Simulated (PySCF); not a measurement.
Be(SMe)(GeH3) (CH6BeGeS), SMILES C[S][Be][GeH3].

Geometry optimised at PBE-D3(BJ)/def2-SVP. The structure was generated by enumeration; whether it is a known compound was not checked. Other conformers were not sampled.

Method: PySCF 2.14.0 with PBE-D3(BJ)/def2-SVP.

Frequencies are harmonic and unscaled.

A small imaginary wavenumber (i) marks a very flat motion, where grid noise or a shallow saddle decides the sign.

```json
[
 {"mode": "1", "ν (cm⁻¹)": "21i", "IR (km/mol)": "0.2", "moving atoms (share of kinetic energy)": "H 88 %"},
 {"mode": "2", "ν (cm⁻¹)": "16i", "IR (km/mol)": "0.0", "moving atoms (share of kinetic energy)": "H 99 %"},
 {"mode": "3", "ν (cm⁻¹)": "71", "IR (km/mol)": "3.5", "moving atoms (share of kinetic energy)": "C 46 %, H 24 %, Be 14 %, Ge 10 %"},
 {"mode": "4", "ν (cm⁻¹)": "161", "IR (km/mol)": "9.8", "moving atoms (share of kinetic energy)": "Be 68 %, H 23 %, S 8 %"},
 {"mode": "5", "ν (cm⁻¹)": "223", "IR (km/mol)": "7.2", "moving atoms (share of kinetic energy)": "Be 33 %, H 22 %, S 21 %, Ge 17 %"},
 {"mode": "6", "ν (cm⁻¹)": "268", "IR (km/mol)": "5.1", "moving atoms (share of kinetic energy)": "S 48 %, H 18 %, Ge 17 %, Be 15 %"},
 {"mode": "7", "ν (cm⁻¹)": "428", "IR (km/mol)": "1.9", "moving atoms (share of kinetic energy)": "H 74 %, Be 21 %"},
 {"mode": "8", "ν (cm⁻¹)": "432", "IR (km/mol)": "0.1", "moving atoms (share of kinetic energy)": "H 59 %, Be 34 %"},
 {"mode": "9", "ν (cm⁻¹)": "677", "IR (km/mol)": "5.7", "moving atoms (share of kinetic energy)": "C 61 %, S 30 %, H 9 %"},
 {"mode": "10", "ν (cm⁻¹)": "772", "IR (km/mol)": "134.1", "moving atoms (share of kinetic energy)": "H 97 %"},
 {"mode": "11", "ν (cm⁻¹)": "859", "IR (km/mol)": "22.1", "moving atoms (share of kinetic energy)": "H 99 %"},
 {"mode": "12", "ν (cm⁻¹)": "862", "IR (km/mol)": "25.3", "moving atoms (share of kinetic energy)": "H 99 %"},
 {"mode": "13", "ν (cm⁻¹)": "907", "IR (km/mol)": "150.8", "moving atoms (share of kinetic energy)": "Be 76 %, H 15 %"},
 {"mode": "14", "ν (cm⁻¹)": "920", "IR (km/mol)": "6.7", "moving atoms (share of kinetic energy)": "H 85 %, C 14 %"},
 {"mode": "15", "ν (cm⁻¹)": "942", "IR (km/mol)": "13.2", "moving atoms (share of kinetic energy)": "H 70 %, Be 12 %, C 12 %"},
 {"mode": "16", "ν (cm⁻¹)": "1283", "IR (km/mol)": "12.1", "moving atoms (share of kinetic energy)": "H 88 %, C 12 %"},
 {"mode": "17", "ν (cm⁻¹)": "1403", "IR (km/mol)": "8.9", "moving atoms (share of kinetic energy)": "H 95 %"},
 {"mode": "18", "ν (cm⁻¹)": "1408", "IR (km/mol)": "8.5", "moving atoms (share of kinetic energy)": "H 95 %"},
 {"mode": "19", "ν (cm⁻¹)": "2046", "IR (km/mol)": "72.8", "moving atoms (share of kinetic energy)": "H 99 %"},
 {"mode": "20", "ν (cm⁻¹)": "2053", "IR (km/mol)": "107.7", "moving atoms (share of kinetic energy)": "H 98 %"},
 {"mode": "21", "ν (cm⁻¹)": "2056", "IR (km/mol)": "107.9", "moving atoms (share of kinetic energy)": "H 98 %"},
 {"mode": "22", "ν (cm⁻¹)": "2993", "IR (km/mol)": "17.1", "moving atoms (share of kinetic energy)": "H 98 %"},
 {"mode": "23", "ν (cm⁻¹)": "3103", "IR (km/mol)": "0.5", "moving atoms (share of kinetic energy)": "H 90 %, C 10 %"},
 {"mode": "24", "ν (cm⁻¹)": "3105", "IR (km/mol)": "1.5", "moving atoms (share of kinetic energy)": "H 90 %, C 10 %"}
]
```
